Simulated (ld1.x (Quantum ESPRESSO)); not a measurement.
Results of a calculation; reference values are marked as such.
Potentials for lead compared

Generated with ld1.x 7.5 (TM, RRKJ, ultrasoft, PAW), atompaw 4.2 or ONCVPSP 4.0.1. The cutoff is in Ry: for ld1.x and atompaw files where the sum of valence levels is converged to 10 mRy in a Bessel basis, for ONCV files where the hardest occupied wave has 1 mHa per electron of residual kinetic energy. The error is the largest all-electron minus pseudo excitation energy over each file’s own four to seven test configurations (ionisations up to +4, promotions, holes and added fractions of an electron), all of which were solved. The labels leave out finer settings (local radius, basis sizes, second energies), which also bear on the numbers. Spin-polarised tests are not counted. The rows are a selection from randomly drawn settings: files with unsolved tests, undetermined cutoffs or missed reference levels are left out.

A true bound ghost makes a file unfit for plane-wave use even where its test errors are small: the radial tests pick states by their node count and pass the ghost by.

| potential | cutoff (Ry) | largest error (meV) | bound ghosts |
| --- | --- | --- | --- |
| RRKJ, PBE, scalar-relativistic, rc 2.05/2.85/2.55 (spd), local s, core correction no, reference 6s2 6p2 | 21 | +197 | d |
| TM, LDA (PZ), scalar-relativistic, rc 1.70/2.00/1.10 (spd), local s, core correction no, reference 5d10 6s1 6p0 | 80 | -166 | none |
| TM, PBEsol, scalar-relativistic, rc 1.95/2.10 (sp), local s, core correction yes, reference 6s2 6p2 | 25 | -644 | none |
| TM, PBE, scalar-relativistic, rc 1.65/2.80/1.65 (spd), local s, core correction yes, reference 5d10 6s2 6p2 | 55 | -154 | none |

Q: Fill in the row for Pb: TM, PBE, scalar-relativistic, rc 1.50/2.90/1.45 (spd), local smoothed, core correction yes, reference 5d10 6s2 6p2.

A: cutoff 80 Ry, largest error -96 meV, bound ghosts: none.

Q: Fill in the row for Pb: TM, PBE, scalar-relativistic, rc 1.60/2.25 (sp), local s, core correction no, reference 6s2 6p0.

A: cutoff 50 Ry, largest error +696 meV, bound ghosts: none.

Q: Fill in the row for Pb: TM semilocal, PBE, scalar-relativistic, rc 2.00/2.60/1.75 (spd), local d, core correction no, reference 5d10 6s1.5 6p2.5.

A: cutoff 55 Ry, largest error -103 meV, bound ghosts: none.
